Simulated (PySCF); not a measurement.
A calculated (M06-2X, PySCF 2.14, Sapporo-DZP-2012, the spin-free X2C one-electron Hamiltonian (Gaussian nucleus)) atom or ion has these occupied shells.

```
shell  electrons  orbital energy (eV)  rms radius, mean of both spins (bohr)
 1s α          1              -557.16                                  0.231
 1s β          1              -555.24                                  0.231
 2s α          1              -48.143                                   1.21
 2s β          1              -40.273                                   1.21
 2p α          3              -31.056                                   1.23
```

**Question.** Name the element and its charge.

**Answer.** O⁺ (oxygen, charge +1), in [He] 2s2 2p3, high-spin 4S determinant.
